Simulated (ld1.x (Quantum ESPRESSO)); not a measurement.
# Yb, TM semilocal: configuration errors across variants

```json
{
  "Element": "ytterbium (Yb)",
  "Generator": "ld1.x (Quantum ESPRESSO) 7.5",
  "Type": "norm-conserving Troullier–Martins (semilocal form)",
  "Functional": "PBEsol",
  "Relativity": "scalar-relativistic",
  "Frozen core": "[Kr] 4d10",
  "Valence charge": "24",
  "Reference configuration": "4f14 5s2 5p6 5d0 6s0.5 6p0 (charge +1.5)",
  "Partial waves": "5s (bound): rc 1.40 bohr; 5d (bound, empty): rc 2.85 bohr; 4f (bound): rc 1.05 bohr; 5p (bound): rc 1.55 bohr",
  "Local potential": "the p channel",
  "Core correction": "none"
}
```

Occupied shells without a wave of their own: 6s. They enter only through the test configuration that unscreens the potential.

All-electron excitation energies from the reference (eV): (1) 4f14 5s2 5p6 5d0 6s2 6p0 -11.878; (2) 4f14 5s2 5p6 5d0 6s0 6p0 6.792; (3) 4f12 5s2 5p6 5d0 6s0 6p0 79.885; (4) 4f13 5s2 5p6 5d0 6s2 6p0 -1.404; (5) 4f14 5s2 5p6 5d0 6s1.5 6p0 -9.273; (6) 4f13 5s2 5p6 5d1 6s1 6p0 0.460.

A semilocal file is local in each channel, so a ghost entry of none says nothing of the separable form that plane-wave codes build from it.

For the base: The 6s level has no wave, so the channel is fitted at the deeper level alone: the likely source of the large errors.

Tests that are not counted but printed errors over 1 eV. “base”: 4f14 5s2 5p6 5d0 6s1 6p0 (solver errors, printed error -5192 eV). “all radii scaled by about 1.30 (s 1.82, p 2.02, d 3.70, f 1.36 bohr)”: all (the test run did not reproduce the reference configuration, from which every error is measured). “all radii scaled by about 1.38 (s 1.94, p 2.14, d 3.94, f 1.44 bohr)”: all (the test run did not reproduce the reference configuration, from which every error is measured).

The file “all radii scaled by about 1.11 (s 1.56, p 1.72, d 3.16, f 1.16 bohr)” misses its own reference levels by 0.4 eV. The file “all radii scaled by about 1.20 (s 1.68, p 1.86, d 3.42, f 1.26 bohr)” misses its own reference levels by 0.6 eV. The file “all radii scaled by about 1.30 (s 1.82, p 2.02, d 3.70, f 1.36 bohr)” misses its own reference levels by 1.0 eV. The file “all radii scaled by about 1.38 (s 1.94, p 2.14, d 3.94, f 1.44 bohr)” misses its own reference levels by 1.4 eV.

Errors AE − PS in meV (a dash: test not solved or not reliable):

```tsv
change	(1)	(2)	(3)	(4)	(5)	(6)	bound ghosts
base	+128	-79	-409	+258	+99	-11	none
all radii scaled by about 0.76 (s 1.06, p 1.18, d 2.16, f 0.80 bohr)	+63	-39	-368	+105	+49	-32	not determined
all radii scaled by about 0.86 (s 1.20, p 1.32, d 2.44, f 0.90 bohr)	+56	-34	-413	+75	+44	-54	not determined
all radii scaled by about 0.95 (s 1.34, p 1.48, d 2.72, f 1.00 bohr)	+106	-65	-409	+204	+83	-21	not determined
all radii scaled by about 1.11 (s 1.56, p 1.72, d 3.16, f 1.16 bohr)	+334	-207	-457	+765	+260	+145	none
all radii scaled by about 1.20 (s 1.68, p 1.86, d 3.42, f 1.26 bohr)	+577	-358	-596	+1330	+449	+320	none
all radii scaled by about 1.30 (s 1.82, p 2.02, d 3.70, f 1.36 bohr)	–	–	–	–	–	–	none
all radii scaled by about 1.38 (s 1.94, p 2.14, d 3.94, f 1.44 bohr)	–	–	–	–	–	–	none
```

(1) Give the same row for: all radii scaled by about 1.03 (s 1.44, p 1.60, d 2.94, f 1.08 bohr).

## Answers

(1) +188, -116, -413, +408, +146, +38; bound ghosts: none.
